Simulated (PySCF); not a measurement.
CH6ClFSi2, SMILES Cl[Si@@H](F)C[SiH3].

Coordinates come from a PBE0-D3(BJ)/def2-SVP optimisation. The structure was generated by enumeration; whether it is a known compound was not checked. Other conformers were not sampled.

All values below come from ωB97X/def2-TZVP run with PySCF.

The molecule is in vacuum.

The total energy is -1180.92926 hartree and the highest occupied level is -11.33 eV. The lowest empty level is 2.37 eV, the orbital gap is 13.69 eV and the dipole moment is 2.30 D. The quadrupole, principal values (traceless, Buckingham form, about the centre of nuclear charge) comes out as -3.40, -0.55, 3.95 D·Å, the mean static polarisability is 71.9 bohr³ (10.65 Å³) and the polarisability, principal values is 61.9, 73.5, 80.3 bohr³.
